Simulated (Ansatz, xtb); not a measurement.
Stretching the Cd1–H2 bond in CdH2O (SMILES [OH][CdH]) (multiplicity 1 held, fragments rigid). Energies count from the point at 1.644 Å.
Geometry at that point (charge 0, multiplicity 1):
```xyz
4

Cd    -0.26733    -0.09914    -0.03051
H     -1.78779    -0.69898    -0.20662
O      1.61161     0.50063     0.17708
H      1.72664     1.45255     0.25463
```

Restricted levels (R-, RO-) in cc, def2 and unpolarised 6-31G sets keep to the state of the molecule at rest. Active spaces are followed from a long bond inwards. Curves can end on different states.

Cores are frozen in the correlated methods.

Codes used: Ansatz (an electronic-structure program); xtb for the GFN methods.  In def2 rows elements past Kr take small-core potentials, without spin–orbit coupling. The GFN methods have no spin term and hold the electronic entropy of 300 K.

Energies in kJ/mol.

```json
[
 {"R (Å)": "1.315", "GFN2-xTB": "76", "R-CCSD(T)/def2-SVP": "116", "R-CCSDT(Q)/def2-SVP": "116", "FIC-MRCISD+Q on CASSCF(2,2)/def2-SVP": "117"},
 {"R (Å)": "1.480", "GFN2-xTB": "9", "R-CCSD(T)/def2-SVP": "23", "R-CCSDT(Q)/def2-SVP": "23", "FIC-MRCISD+Q on CASSCF(2,2)/def2-SVP": "24"},
 {"R (Å)": "1.644", "GFN2-xTB": "0", "R-CCSD(T)/def2-SVP": "0", "R-CCSDT(Q)/def2-SVP": "0", "FIC-MRCISD+Q on CASSCF(2,2)/def2-SVP": "0"},
 {"R (Å)": "1.808", "GFN2-xTB": "12", "R-CCSD(T)/def2-SVP": "12", "R-CCSDT(Q)/def2-SVP": "12", "FIC-MRCISD+Q on CASSCF(2,2)/def2-SVP": "12"},
 {"R (Å)": "1.973", "GFN2-xTB": "32", "R-CCSD(T)/def2-SVP": "41", "R-CCSDT(Q)/def2-SVP": "41", "FIC-MRCISD+Q on CASSCF(2,2)/def2-SVP": "41"},
 {"R (Å)": "2.219", "GFN2-xTB": "68", "R-CCSD(T)/def2-SVP": "97", "R-CCSDT(Q)/def2-SVP": "96", "FIC-MRCISD+Q on CASSCF(2,2)/def2-SVP": "96"},
 {"R (Å)": "2.466", "GFN2-xTB": "106", "R-CCSD(T)/def2-SVP": "152", "R-CCSDT(Q)/def2-SVP": "151", "FIC-MRCISD+Q on CASSCF(2,2)/def2-SVP": "151"},
 {"R (Å)": "2.877", "GFN2-xTB": "172", "R-CCSD(T)/def2-SVP": "224", "R-CCSDT(Q)/def2-SVP": "222", "FIC-MRCISD+Q on CASSCF(2,2)/def2-SVP": "224"},
 {"R (Å)": "3.288", "GFN2-xTB": "230", "R-CCSD(T)/def2-SVP": "264", "R-CCSDT(Q)/def2-SVP": "263", "FIC-MRCISD+Q on CASSCF(2,2)/def2-SVP": "266"},
 {"R (Å)": "3.781", "GFN2-xTB": "284", "R-CCSD(T)/def2-SVP": "277", "R-CCSDT(Q)/def2-SVP": "284", "FIC-MRCISD+Q on CASSCF(2,2)/def2-SVP": "289"},
 {"R (Å)": "4.439", "GFN2-xTB": "330", "R-CCSD(T)/def2-SVP": "269", "R-CCSDT(Q)/def2-SVP": "291", "FIC-MRCISD+Q on CASSCF(2,2)/def2-SVP": "299"},
 {"R (Å)": "5.261", "GFN2-xTB": "355", "R-CCSD(T)/def2-SVP": "256", "R-CCSDT(Q)/def2-SVP": "291", "FIC-MRCISD+Q on CASSCF(2,2)/def2-SVP": "301"}
]
```

Doubts at one or more of the structures used: a restricted determinant that unrestricted orbitals would lower (R-CCSD(T)/def2-SVP, R-CCSDT(Q)/def2-SVP); other coupled-cluster roots lie near (R-CCSD(T)/def2-SVP, R-CCSDT(Q)/def2-SVP); T1 above 0.05 (R-CCSD(T)/def2-SVP, R-CCSDT(Q)/def2-SVP).
